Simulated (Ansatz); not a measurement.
Species: C2N, charge 0, multiplicity 2. It need not be the lowest isomer of its formula. 
Geometry from a B3LYP-D3(BJ)/def2-TZVP (Ansatz, a program for electronic structure) optimisation:
```
C
N 1 1.1790
C 1 1.3674 2 180.00
```
Charge 0, spin multiplicity 2.

Property: atomisation energy (electronic, to ground-state atoms), in eV. Cores are frozen in the correlated levels unless marked. Open shells are spin-unrestricted. No spin-orbit coupling. No relativistic terms. The coupled-cluster limit lacks core correlation, which all-electron functionals hold. Basis-set limits of correlation are two-point, X^-3; Hartree-Fock from the larger set.

| level | program | atomisation energy (eV) |
|---|---|---|
| B97M-V/def2-TZVPD | Ansatz | 13.07 |
| B3LYP-D3(BJ)/def2-TZVPD | Ansatz + dftd3 | 13.09 |
| PBE0-D4/def2-TZVPD | Ansatz + dftd4 | 13.09 |
| RI-MP2/CBS(aug-cc-pVTZ,aug-cc-pVQZ) | Ansatz | 12.36 |
| SCS-MP2/cc-pVTZ | Ansatz | 11.70 |
| CCSD/STO-3G | Ansatz | 10.26 |
| CCSD(T)/CBS(cc-pVTZ,cc-pVQZ) | Ansatz | 12.69 |

The UHF reference is spin-contaminated (<S^2> 0.57 over the pure value in the largest basis). The T1 diagnostic of CCSD in the largest basis is 0.079, which is high, so the coupled-cluster rows are less sure than usual.
